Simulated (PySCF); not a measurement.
Spinor energies of Sr⁺ (strontium, charge +1)

Start: [Kr] 5p1; 5p3/2 filled at m_j = +3/2. Calculated with PySCF 2.14 in x2c-SVPall-2c with one added diffuse shell each of s, d type (7s7p7d1f, 70 functions): generalised Hartree-Fock with the X2C-1e Hamiltonian and a Gaussian nucleus; one run each with spin-orbit coupling (SO) switched off, then screened by Boettger's factors. This is a chosen level, not necessarily the ground level.

| spinor shell | electrons | ε, spin-free (eV) | ε, screened SO (eV) | weight of nominal j (screened SO) | rms radius, screened SO (bohr) |
| --- | --- | --- | --- | --- | --- |
| 1s1/2 | 2 | -16202.7 | -16202.2 | 1.000 | 0.0451 |
| 2s1/2 | 2 | -2268.0 | -2267.9 | 1.000 | 0.187 |
| 2p1/2 | 2 | -2011.1 | -2058.3 | 1.000 | 0.164 |
| 2p3/2 | 4 | -2011.1 | -1988.6 | 1.000 | 0.167 |
| 3s1/2 | 2 | -387.18 | -387.14 | 1.000 | 0.524 |
| 3p1/2 | 2 | -301.47 | -309.01 | 1.000 | 0.527 |
| 3p3/2 | 4 | -301.47 | -297.85 | 1.000 | 0.538 |
| 3d3/2 | 4 | -159.73 | -160.85 | 1.000 | 0.545 |
| 4s1/2 | 2 | -60.433 | -60.423 | 1.000 | 1.46 |
| 4p1/2 | 2 | -37.314 | -38.112 | 0.998 | 1.67 |
| 4p3/2 | 4 | -37.314 | -36.924 | 0.999 | 1.68 |
| 5p3/2 | 1 | -7.655 | -7.631 | 1.000 | 5.26 |

Q: Where does 3d5/2 lie, and what is the 3d spin-orbit splitting (screened SO)?

A: At -158.93 eV, 1.912 eV above 3d3/2.

| quantity | spin-free | screened SO |
| --- | --- | --- |
| E (hartree) | -3176.63504 | -3176.86834 |
| M_J | 3/2 | 3/2 |
| ⟨J²⟩ | 3.750 | 3.750 |
| ⟨L²⟩ | 2.000 | 2.005 |
| ⟨S²⟩ | 0.750 | 0.754 |

Breit and QED terms are absent; they matter most for the inner s and p1/2 levels.

Densities and radii are taken from the X2C orbitals without a picture-change correction, which distorts them close to the nucleus.

Without spin-orbit coupling the j labels of p, d and f shells carry no meaning; the spin-free column gives the mean over the occupied spinors of each nl shell.
